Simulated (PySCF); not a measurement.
TeFI, SMILES F[Te]I. Geometry: B3LYP-D3(BJ)/def2-TZVP. The def2 effective core potentials stand for the cores of I, Te; spin–orbit coupling is left out.

Level of theory: B3LYP-D3(BJ)/def2-TZVP run with PySCF.

Harmonic wavenumbers (cm⁻¹): 132, 210, 594. Rotational constants (GHz): 8.767, 0.9816, 0.8827; symmetry number 1.

Work out the zero-point energy and the ideal-gas rigid-rotor harmonic-oscillator thermochemistry at 298.15 K and 1 atm.

ZPE = ½ Σ hcν = ½ × 936 cm⁻¹ = 5.60 kJ/mol. H − E(el) = 19.15 kJ/mol. Entropy in J/(mol K): translation 178.73, rotation 117.73, vibration 22.69, total 319.15. G − E(el) = -76.01 kJ/mol. Cp = 53.31 J/(mol K). Modes under 150 cm⁻¹ make the vibrational entropy uncertain.
